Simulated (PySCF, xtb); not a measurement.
Al(Me)(OH)(SMe) (C₂H₇AlOS), SMILES [Al]([CH3])([S]C)[OH]. One conformer was computed; it need not be the lowest.

Harmonic wavenumbers (cm⁻¹) from xtb with GFN2-xTB at its own minimum, in rising order: 44, 74, 79, 105, 150, 192, 197, 390, 428, 465, 577, 586, 637, 707, 896, 934, 947, 1279, 1312, 1441, 1442, 1451, 1457, 2962, 2969, 2971, 3018, 3037, 3040, 3765.

Q: What does TPSSh-D3(BJ)/def2-SVP run with PySCF 2.14.0 give at its own minimum? (An estimate is asked for; the answer gives what the named calculation found.)

A: 47, 74, 103, 121, 182, 206, 241, 298, 454, 524, 645, 652, 693, 706, 867, 967, 986, 1233, 1340, 1444, 1448, 1477, 1482, 3017, 3053, 3101, 3117, 3160, 3172, 3895. Paired by order, the mean absolute difference is 50 cm⁻¹ and the zero-point energies are 53.7 and 55.3 kcal/mol.
